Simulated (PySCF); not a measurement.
# [Pb(H2CO)]2+ at several levels of theory

Computed with PySCF 2.14.0 (density fitting, no spin-orbit coupling) at the geometry relaxed with PBE0:

```xyz
5
[Pb(H2CO)]2+ (singlet)
Pb    0.0000    0.0000   -0.2388
O     0.0000    0.0000    2.0118
C     0.0000    0.0000    3.2469
H     0.9594    0.0000    3.8021
H    -0.9594    0.0000    3.8021
```

```tsv
level	basis	state	HOMO (eV)	gap (eV)	charge on Pb1 (e)	dipole about the centre of mass (D)	largest force component (eV/Å)
PBE0	Pb def2-SVP with ECP60, O def2-SVP, C def2-SVP, H def2-SVP	singlet	-19.09	4.87	1.69	5.53	0.00
PBE	the same	singlet	-17.71	2.62	1.62	5.87	0.63
r2SCAN	the same	singlet	-17.93	3.17	1.67	5.76	0.37
```

Charges are Mulliken's, which hang on the basis. The relaxation used the grid (50, 194), these runs (75, 302) or, all-electron (x2c bases, spin-free X2C Hamiltonian), (99, 590).

**Question.** What does PBE0 with Pb def2-TZVP with ECP60, O def2-TZVP, C def2-TZVP, H def2-TZVP give here?

**Answer.** state singlet, HOMO (eV) -19.11, gap (eV) 4.89, charge on Pb1 (e) 1.70, dipole about the centre of mass (D) 5.56, largest force component (eV/Å) 0.32. Time: 4.3 s on 2 threads of Intel(R) Xeon(R) 6975P-C (Granite Rapids) (shared host), from free ions and atoms.

In the first row's basis the gap widens with exact exchange: 2.6 to 3.2 eV for PBE, r2SCAN (none); 4.9 eV for PBE0 (a fixed share).
